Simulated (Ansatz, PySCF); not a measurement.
The molecule NaLi, closed-shell singlet (the spin of the measured ground state).

The constants come from a fifth-degree fit in 1/R (seven points, main isotopes). In def2 and cc sets the state is the lowest found near the PBE0 minimum, followed along R. The singlet is held restricted. HF and MP2 rows in def2 and cc sets belong to the determinant that coupled cluster picked by its CCSD energy.

Correlated levels freeze the inner cores; with def2 sets outer-core shells near the valence are correlated too. Rows in 3-21G, 6-31G* carry no dispersion term and start afresh at each structure (6-31G* with six Cartesian d functions). MP2/6-31G* freezes PySCF's default core, which is smaller on s-block atoms.

The values were computed with Ansatz (Gaussian orbitals); PySCF for 3-21G rows, 6-31G* rows. 

D_e counts from each atom's lowest state at the same level, without counterpoise or zero-point energy.

```
level               r_e (Å)  ω_e (cm⁻¹)  ω_e x_e (cm⁻¹)  D_e (eV)  dipole (D)
------------------  -------  ----------  --------------  --------  ----------
HF/3-21G              3.036         247             1.1         -        0.68
HF/6-31G*             2.999         252             1.2         -        0.62
PBE0/def2-TZVPP       2.928         252             1.3      0.75        0.40
MP2/6-31G*            2.968         ___             1.7         -        0.61
SCS-MP2/def2-TZVPP    2.942         252             1.1         -           -
SCS-MP2/def2-QZVPP    2.910         256            0.89         -           -
CCSD(T)/def2-TZVPP    2.925         250             1.4      0.84           -
CCSD(T)/def2-QZVPP      ___         ___             1.1      0.91           -
```

Question: Fill in the missing entries.

Answer: 
- CCSD(T)/def2-QZVPP, r_e (Å): 2.889
- CCSD(T)/def2-QZVPP, ω_e (cm⁻¹): 253
- MP2/6-31G*, ω_e (cm⁻¹): 255

Measured for the ground state: r_e 2.889 Å [NIST CCCBDB]. ω_e 256.54 cm-1, ω_e x_e 1.6227 cm-1, B_e 0.37586 cm-1, α_e 0.0031465 cm-1 [Irikura, J. Phys. Chem. Ref. Data 36, 389 (2007)]. dipole 0.47 D [compilation of Liu, Meijer and Pérez-Ríos].

Doubts at one or more of the structures used: a restricted determinant that unrestricted orbitals would lower (SCS-MP2/def2-TZVPP, SCS-MP2/def2-QZVPP, CCSD(T)/def2-TZVPP, CCSD(T)/def2-QZVPP).

Ansatz is a program for electronic structure.
